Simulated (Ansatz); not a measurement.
`N#C[SiH2]P` + `O[AsH2]` → `PO[AsH2]` + `N#C[SiH3]` at 298.15 K and 1 bar (cleavage of the P–Si bond).

Isolated molecules relaxed with PBE0-D4/def2-TZVP in Ansatz; ΔE leaves out vibrations. CCSD(T)/CBS is the MP2 limit (def2-TZVPP, def2-QZVPP) plus CCSD(T) − MP2 in def2-TZVPP, frozen cores. This one scheme is used for every species. For As outer-core shells are correlated without core-valence functions, which leaves a few kJ/mol of doubt a bond. Scalar relativity is left out up to krypton. One conformer a species, not always the lowest.

```csv
species,CCSD(T)/CBS energy (Eh),H − E (kJ/mol),S (J/(mol·K))
`N#C[SiH2]P`,-725.16307,132.4,327.8
`O[AsH2]`,-2311.97217,89.1,265.7
`PO[AsH2]`,-2653.50583,115.8,331.2
`N#C[SiH3]`,-383.61554,100.1,264.7
```

H − E and S are ideal-gas, rigid-rotor, harmonic terms from PBE0-D4/def2-TZVP, for one conformer and one mirror image of each species. 1 Eh = 2625.50 kJ/mol, R = 8.31446 J/(mol·K).

Problem. By hand: ΔE, ΔH, ΔS and ΔG.

Solution. ΔE = (-2653.50583) + (-383.61554) − (-725.16307) − (-2311.97217) = 0.01387 Eh = 36.4 kJ/mol. Δ(H − E) = 115.8 + 100.1 − 132.4 − 89.1 = -5.6, so ΔH = 30.8 kJ/mol. ΔS = 331.2 + 264.7 − 327.8 − 265.7 = 2.4 J/(mol·K). ΔG = 30.8 − 298.15 × (2.4)/1000 = 30.1 kJ/mol.

Problem. By hand: the equilibrium constant, and the temperature at which ΔG would vanish if ΔH and ΔS stayed fixed.

Solution. log₁₀ K = −ΔG/(RT ln 10) = -5.3. ΔG = 0 at ΔH/ΔS = 12833 K, far beyond where these terms or the molecules hold.

The number of gas molecules stays the same, so ΔS is small and ΔH decides. A doubt of 5 kJ/mol in ΔE shifts log₁₀ K by 0.9 here. Other conformers and mirror images would add mixing entropy, several J/(mol·K) or more a flexible species. Modes under 60 cm⁻¹, often nearly free rotors, make the harmonic entropy too high. These are equilibria of isolated gas molecules and say nothing of rates. Largest T1 diagnostic: 0.014 (customary marks: 0.02 for closed shells, 0.045 for open ones).
